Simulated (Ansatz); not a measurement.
Reaction (ligand exchange at a Ga–C bond): `C[CH2][Ga]([OH])[OH]` + HCl → `[OH][Ga]([OH])[Cl]` + `CC`

Isolated molecules relaxed with PBE0-D4/def2-TZVP in Ansatz; ΔE leaves out vibrations. CBS: MP2 limit from def2 TZ/QZ plus the TZ coupled-cluster correction, frozen cores. This one scheme is used for every species. Functionals use def2-TZVPP. HSE06 is defined as in plane-wave codes. For Ga outer-core shells are correlated without core-valence functions, which leaves a few kJ/mol of doubt a bond. Scalar relativity is left out up to krypton. Each species was taken in one conformer, which may not be the lowest.

**Question.** Is it downhill or uphill in electronic energy at CCSD(T)/CBS, and by how much? (Best estimate.)

**Answer.** Computed: Downhill: ΔE = -1.24 eV.

**Question.** What do these levels give: HSE06-D4, CAM-B3LYP-D4, PBE0, CCSD/def2-SVP, HF/def2-QZVPP, MP2/def2-QZVPP? (Best estimate.)

**Answer.** Ansatz gave: HSE06-D4 -1.32, CAM-B3LYP-D4 -1.32, PBE0 -1.35, CCSD/def2-SVP -1.48, HF/def2-QZVPP -1.62, MP2/def2-QZVPP -1.28 eV.

Largest T1 diagnostic among the species: 0.013.

From r2SCAN to r2SCAN0 (25 % exact exchange), in def2-TZVPP and without D4, ΔE moves by −0.03 eV. In def2-TZVPP, CCSD(T) changes the Hartree–Fock value by +0.32 eV (the triples alone add +0.03 eV) and MP2 by +0.30 eV.
